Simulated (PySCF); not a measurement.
# Assigning NMR signals

Structure with atom numbers: `[CH:1]#[C:2][SiH2:3][Si@H:4]1[CH2:5][C@@H:6](/[CH:7]=[N:8]/[CH3:9])[CH2:10]1`; H(Xn) means a hydrogen on atom n. Ha(C5), Ha(C10) are cis to Si3 on the ring; Hb(C5), Hb(C10) are trans to Si3 on the ring.

Computational details: shieldings: GIAO PBE0/pcSseg-1, geometry from GFN2-xTB, in PySCF 2.14.0 with density-fitted response routines (single conformer, non-relativistic, one averaged value for each set of equivalent atoms, in vacuum).

Referencing at the same level of theory: 13C (186.93 ppm) and 1H (31.72 ppm) against TMS.

Problem. Assign these signals to the numbered atoms. 13C{1H} NMR (computed): δ 182.2 (CH), 101.4 (CH), 91.1 (C), 49.9 (CH3), 41.8 (CH), 20.3 (CH2).

Solution. 
| δ (ppm) | atoms | environment | reason |
| --- | --- | --- | --- |
| 182.2 | C7 | C=N carbon | – |
| 101.4 | C1 | terminal alkyne carbon | sp carbons lie upfield of alkene carbons because the cylindrical π system leaves one tensor component strongly shielded |
| 91.1 | C2 | alkyne carbon | sp carbons lie upfield of alkene carbons because the cylindrical π system leaves one tensor component strongly shielded |
| 49.9 | C9 | methyl carbon bonded to N | the inductive effect lowers its shielding |
| 41.8 | C6 | sp3 CH in a ring | aliphatic region, no heteroatom directly attached |
| 20.3 | C5/C10 | sp3 CH2 bonded to Si | – |

Problem. Assign these signals to the numbered atoms. 1H NMR (400 MHz, computed): δ 8.59 (d, 1H), 5.34 (m, 1H), 4.53 (m, 2H), 3.49 (s, 3H), 3.09 (m, 1H), 1.80 (t, 1H), 1.78 (m, 2H), 1.00 (m, 2H).

Solution. 
```tsv
δ (ppm)	atoms	environment	reason
8.59	H(C7)	hydrogen on a C=N carbon	–
5.34	H(Si4)	hydrogen on a silicon bonded to 2 C, Si, in a 4-membered ring	–
4.53	H(Si3)	hydrogen on a silicon bonded to C, Si	–
3.49	H(C9)	hydrogen on a methyl carbon bonded to N	its carbon carries N, an electronegative neighbour
3.09	H(C6)	hydrogen on an sp3 CH in a ring	–
1.80	H(C1)	hydrogen on a terminal alkyne carbon	it lies on the axis of the triple bond, in its shielding cone
1.78	Hb(C5)/Hb(C10)	hydrogen on an sp3 CH2 bonded to Si	–
1.00	Ha(C5)/Ha(C10)	hydrogen on an sp3 CH2 bonded to Si	–
```

H(C1) and Hb(C5)/Hb(C10) lie closer than the usual error of such a calculation, so a measured spectrum could show them in the other order.

Shifts are as computed. Against solution values, carbons near 30 ppm lie about +3 ppm off and those near 130 ppm about +5 ppm. Of 1211 compounds with measured shifts, 218 miss one by over three times the rms of a fit or turn the order of signals round; such compounds aren't used in these exercises. Multiplicities follow the n + 1 count of equivalent neighbours, as no J values were calculated; m marks all less simple cases, F and P coupling included.
